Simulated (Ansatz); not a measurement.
Job for Ansatz (a program for electronic structure): R-PBE/def2-TZVPPD on CH3Br (SMILES CBr) with ghost functions, monomers drawn apart or pushed together. Files ending in .json are basis or fitting sets from the Basis Set Exchange.

Ansatz 0.2 input:
```yaml
crystal:
  periodic: [false, false, false]
  atoms:
    - {symbol: C, position_ang: [-0.88359779, 1.27967766, 4.18831511]}
    - {symbol: Br, position_ang: [0.02533207, -0.43224949, 4.45971829]}
    - {symbol: H, position_ang: [-0.20760504, 1.92430463, 3.63802447]}
    - {symbol: H, position_ang: [-1.11208881, 1.68839190, 5.16617956]}
    - {symbol: H, position_ang: [-1.78610649, 1.08340031, 3.62059126]}
basis:
  gaussian:
    orbitals: def2-TZVPPD.json
    ghost_atoms:
      - {symbol: Si, position_ang: [-0.04432004, -0.30236445, 0.09889973]}
      - {symbol: H, position_ang: [0.63094637, -1.58136618, 0.40109722]}
      - {symbol: H, position_ang: [-1.41016514, -0.30164949, 0.66879936]}
      - {symbol: H, position_ang: [-0.13677425, -0.12743474, -1.37007421]}
      - {symbol: H, position_ang: [0.72520626, 0.82593718, 0.66896563]}
hamiltonian:
  xc: {name: PBE}
scf: {lower_state_search: off}
```

It printed:

```
Functional definition: PBE
[...]
these checks for a lower state are left out or cut short: stability, starts, cluster_reference, orbital_swaps, neighbouring_geometries, increment
integrals: 0.20 GiB planned
1281 factors; their error is unknown
mean field: 1.27 GiB planned
mean field evaluation 1: about -71113.5741 eV, gradient 5.6e1 eV
mean field evaluation 2: about -71100.2609 eV, gradient 8.3e1 eV
mean field evaluation 4: about -71120.6358 eV, gradient 4.3e0 eV
mean field evaluation 8: about -71120.6815 eV, gradient 3.5e-2 eV
mean field evaluation 16: about -71120.6627 eV, gradient 1.7e-5 eV
mean field -71120.66269199 eV, -2613.6361466139 hartree, gradient 4.1e-6 eV, S^2 0.000000; 0 other end points of the search recorded, 0 dependent functions left out
reference -71120.66274392 eV, -2613.6361485223 hartree; 22, 22 occupied and 239, 239 virtual orbitals, 1281 factors
Total energy: -71120.66274392 eV, -2613.6361485223 hartree
Checks for a lower state left out: stability, starts, cluster_reference, orbital_swaps, neighbouring_geometries, increment
```

The run converged.

Cost: about 3 core-seconds (a rough figure).
